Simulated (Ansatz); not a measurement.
One change: `C=CCCCCC` becomes `C=CCCC`.

Ansatz, PBE0-D4/def2-TZVP geometries, multiplicity 1. Each molecule was computed in one conformer, which needn't be the lowest.

| property | `C=CCCCCC` |
| --- | --- |
| HOMO energy (B3LYP/def2-TZVPP) / eV | -7.12 |
| HOMO–LUMO gap (PBE0/def2-TZVPP) / eV | 7.69 |
| HOMO–LUMO gap (PBE/def2-TZVPP) / eV | 5.54 |
| HOMO energy (PBE/def2-TZVPP) / eV | -6.22 |
| size of the dipole moment (PBE/def2-TZVPP) / D | 0.35 |
| size of the dipole moment (ωB97M-V/def2-TZVPP) / D | 0.32 |

Task: Give the same properties after the change, and the shifts. (Best estimate.)

Result: Ansatz gave: 
| property | `C=CCCC` | shift |
| --- | --- | --- |
| HOMO energy (B3LYP/def2-TZVPP) / eV | -7.12 | 0.00 |
| HOMO–LUMO gap (PBE0/def2-TZVPP) / eV | 7.77 | 0.08 |
| HOMO–LUMO gap (PBE/def2-TZVPP) / eV | 5.59 | 0.05 |
| HOMO energy (PBE/def2-TZVPP) / eV | -6.23 | -0.01 |
| size of the dipole moment (PBE/def2-TZVPP) / D | 0.46 | 0.11 |
| size of the dipole moment (ωB97M-V/def2-TZVPP) / D | 0.41 | 0.09 |

Dipoles are sizes alone; their direction can turn.

B3LYP here is the variant with VWN-RPA as its local correlation; programs differ in this.
